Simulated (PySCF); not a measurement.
## How methods differ on the ionisation energy of Ru

Ru [Kr] 4d7 5s1 (5F) → Ru⁺ [Kr] 4d7 (4F), as a difference of total energies. Computed with PySCF 2.14 in x2c-TZVPPall with one added diffuse shell each of s, p, d, f type (9s7p7d3f1g, 95 functions), with scalar relativity by spin-free X2C-1e. Correlated levels: valence and next inner shell: [Ar] 3d10 frozen. The calculations carry no spin-orbit coupling.

```
                                method  ionisation energy (eV)
                                   UHF                   6.297
    MP2 (valence and next inner shell)                   7.377
SCS-MP2 (valence and next inner shell)                   7.087
   CCSD (valence and next inner shell)                   7.221
CCSD(T) (valence and next inner shell)                   7.321
```

Question: How much does correlation contribute at CCSD(T) (valence and next inner shell)?

Answer: 7.321 − (6.297) = 1.024 eV, measured against UHF.

Errors of the correlated levels include the incompleteness of this basis and the frozen core.

For comparison: 7.365 eV (measured; NIST levels, between the centres of gravity of the two terms).
